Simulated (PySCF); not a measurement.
# Te (tellurium, neutral) across methods

[Kr] 4d10 5s1 5p5, high-spin 3P determinant (an excited configuration). Computed with PySCF 2.14 in aug-cc-pwCVTZ-DK3, with the spin-free X2C one-electron Hamiltonian (Gaussian nucleus). The B2PLYP total includes its PT2 part (frozen core); its orbital energies are those of the SCF part.

```csv
method,E (hartree),mean ε 5s α (eV),mean ε 5p α (eV),mean ε 5p β (eV),Σ⟨r²⟩ (bohr²),⟨S²⟩
UHF,-6790.26124,-24.134,-11.380,-7.655,65.32,2.045
PBE0,-6792.80,-18.558,-8.290,-6.573,63.52,2.009
PBE,-6792.73,-16.480,-7.063,-5.834,63.57,2.006
r2SCAN,-6793.16,-17.339,-7.514,-5.904,63.44,2.016
BLYP,-6793.39,-16.274,-6.801,-5.740,63.90,2.005
LDA,-6786.80,-16.662,-7.149,-6.007,63.37,2.004
B2PLYP,-6792.45,-20.539,-9.292,-7.034,64.24,2.016
HSE06,-6792.72,-18.073,-7.850,-6.219,63.60,2.008
```
